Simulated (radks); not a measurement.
Question: Radial electron density D(r) = 4 pi r^2 rho(r) of an atom or ion with 10 electrons. All-electron calculation, scalar-relativistic Kohn-Sham, SCAN, spin-polarised, spherical densities, finite nucleus; meta-GGA in the generalised Kohn-Sham scheme; Fermi nuclear charge, rms radius of each element as measured or else 0.836 A^(1/3) + 0.57 fm. Program: a radial shooting solver on a logarithmic mesh with Libxc functionals.

```
   r/bohr * D(r) (the largest magnitude, 94.2, reaches the edge; | marks zero)
 0.001046 |  *
 0.001142 |  *
 0.001257 |  *
 0.001384 |   *
 0.001523 |    *
 0.001676 |    *
 0.001845 |     *
 0.002031 |      *
 0.002236 |       *
 0.002442 |        *
 0.002688 |          *
 0.002958 |           *
 0.003256 |             *
 0.003585 |               *
 0.003946 |                 *
 0.004343 |                    *
 0.004781 |                      *
 0.005221 |                        *
 0.005747 |                           *
 0.006326 |                              *
 0.006963 |                                 *
 0.007665 |                                    *
 0.008437 |                                      *
 0.009287 |                                         *
  0.01022 |                                           *
  0.01116 |                                             *
  0.01229 |                                              *
  0.01353 |                                               *
  0.01489 |                                                *
  0.01639 |                                               *
  0.01804 |                                              *
  0.01986 |                                             *
  0.02186 |                                           *
  0.02387 |                                          *
  0.02628 |                                        *
  0.02892 |                                       *
  0.03184 |                                       *
  0.03505 |                                       *
  0.03858 |                                         *
  0.04246 |                                           *
  0.04674 |                                              *
  0.05104 |                                                 *
  0.05618 |                                                    *
  0.06185 |                                                      *
  0.06808 |                                                      *
  0.07494 |                                                     *
  0.08249 |                                                 *
   0.0908 |                                            *
  0.09995 |                                     *
   0.1091 |                              *
   0.1201 |                       *
   0.1322 |                *
   0.1456 |          *
   0.1602 |      *
   0.1764 |   *
   0.1942 | *
   0.2137 |*
   0.2334 *
   0.2569 *
   0.2828 *
   0.3113 *
```

What is the nuclear charge?

Answer: Z = 64. The innermost maximum, from 1s, lies near gamma/Z bohr with gamma = sqrt(1 - (Z/c)^2) = 0.884, here 0.0138 bohr (found: 0.0149), and its height grows with Z. The density is that of the gadolinium ion Gd54+ in [Ne]; the configuration itself is not fixed sharply by these data, and Z only to a few units. D(r) has 2 maxima, at r = 0.0149, 0.0665 bohr, and minima at 0.0318 bohr, inside which lie 2.05 electrons.
